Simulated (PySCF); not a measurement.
Energy landscape of BaF2, singlet: symmetric bend, bond length relaxed. Scanned: F-Ba-F angle. Other coordinates (Ba-F bond length) were minimised at PBE0/def2-TZVP.

Computed with: B3LYP/def2-TZVP, def2 effective core potentials past Kr (PySCF); PBE0/def2-TZVP, def2 effective core potentials past Kr (PySCF); CCSD(T) on RHF/def2-TZVP, 2 core orbitals frozen, def2 effective core potentials past Kr (PySCF).

Energies relative to the lowest point of each profile, in kcal/mol:

| a / ° | B3LYP | PBE0 |
|---|---|---|
| 180 | 6.17 | 6.73 |
| 170 | 5.73 | 6.26 |
| 160 | 4.60 | 5.04 |
| 150 | 3.07 | 3.40 |
| 140 | 1.57 | 1.78 |
| 130 | 0.46 | 0.54 |
| 120 | 0.00 | 0.00 |
| 110 | 0.44 | 0.42 |
| 100 | 2.00 | 1.97 |
| 90 | 5.01 | 4.90 |
| 80 | 9.87 | 9.70 |

**Question.** What does CCSD(T) give at the same points?

**Answer.** 180: 5.56; 170: 5.14; 160: 4.05; 150: 2.61; 140: 1.23; 130: 0.27; 120: 0.00; 110: 0.65; 100: 2.46; 90: 5.70; 80: 10.80 (kcal/mol).
